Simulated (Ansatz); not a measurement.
Abridged output of a molecular run in Ansatz:

```
Functional definition: HF
1546 factors; integrals over basis functions are off by at most 1.1e-3 eV
mean field evaluation 1: about -85704.5981 eV, gradient 4.9e1 eV
mean field evaluation 2: about -85704.9946 eV, gradient 5.0e1 eV
mean field evaluation 4: about -85709.5161 eV, gradient 3.9e0 eV
mean field evaluation 8: about -85709.5947 eV, gradient 4.3e-1 eV
mean field evaluation 16: about -85709.5963 eV, gradient 2.2e-6 eV
mean field -85709.59627497 eV, -3149.7695670543 hartree, gradient 2.2e-6 eV, S^2 0.000000; 0 other end points of the search recorded, 0 dependent functions left out
18 core orbitals not correlated: weight in the atoms' cores, before any rotation towards them, 1.000 or more for the frozen orbitals, at most 0.000 for the correlated occupied ones
reference -85709.59627497 eV, -3149.7695670543 hartree; 23, 23 occupied and 201, 201 virtual orbitals, 1546 factors
second order -34.40616089 eV of doubles, -0.00000000 eV of singles
cycle   1  -33.82582638 eV  change    5.8e-1 eV  update   1.3e-1
cycle   2  -34.58831795 eV  change   -7.6e-1 eV  update   3.7e-2
cycle   3  -34.75988590 eV  change   -1.7e-1 eV  update   1.9e-2
cycle   4  -34.73535787 eV  change    2.5e-2 eV  update   4.6e-3
cycle   5  -34.73216812 eV  change    3.2e-3 eV  update   2.3e-3
cycle   6  -34.73427390 eV  change   -2.1e-3 eV  update   8.0e-4
cycle   7  -34.73400946 eV  change    2.6e-4 eV  update   3.2e-4
cycle   8  -34.73376402 eV  change    2.5e-4 eV  update   1.0e-4
cycle   9  -34.73380318 eV  change   -3.9e-5 eV  update   3.8e-5
perturbative correction -1.32739767 eV, -0.0487809645 hartree
Total energy: -85745.65747582 eV, -3151.0947917421 hartree
```

Its atoms:

```xyz
8

O    -1.215    1.370   -0.546
Si   -0.168    0.557    0.379
Br    0.340    1.838    2.059
O    -0.415   -1.047    0.663
C     0.780   -0.883   -0.154
F     0.603   -1.396   -1.402
H    -1.587    0.895   -1.294
H     1.662   -1.333    0.296
```

Task: Which basis set was used?
A. def2-TZVPP
B. def2-SVP
C. cc-pV(Q+d)Z
D. def2-SVPD

Result: A. It gives 242 functions.

Task: Write the keys of the input that set method, charge and spin (a neutral closed shell needs none for the last two).

Result: 
```yaml
correlation: {method: ccsd_t}
```
